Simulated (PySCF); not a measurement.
# Working out the excitation energy of Cs

Cs [Xe] 6s1 (2S) → Cs [Xe] 5d1 (2D). Calculation: PySCF 2.14, in x2c-TZVPPall (11s7p6d2f1g, 85 functions); the spin-free X2C one-electron Hamiltonian (Gaussian nucleus). Frozen: [Kr] 4d10. Energies in hartree (1 hartree = 27.21139 eV):

```
            part    Cs (lower)    Cs (upper)
             UHF  -7783.064920  -7783.001740
CCSD correlation     -0.171680     -0.168422
             (T)     -0.005329     -0.004912
```

Problem. What does Hartree-Fock give?

Solution. (-7783.001740) − (-7783.064920) = 0.063180 hartree = 1.719 eV.

Problem. What do CCSD and CCSD(T) give?

Solution. The CCSD correlation energies differ by 0.003258 hartree = 0.089 eV and the triples by 0.000417 hartree = 0.011 eV, so CCSD gives 1.808 eV and CCSD(T) 1.819 eV.

Measured between the centres of the two terms (NIST): 1.805 eV, so CCSD(T) (valence and next inner shell) is off by 0.014 eV.

The coupled-cluster amplitudes are large, so a single reference is strained.

What remains against the reference includes basis incompleteness, the frozen core and higher excitations.
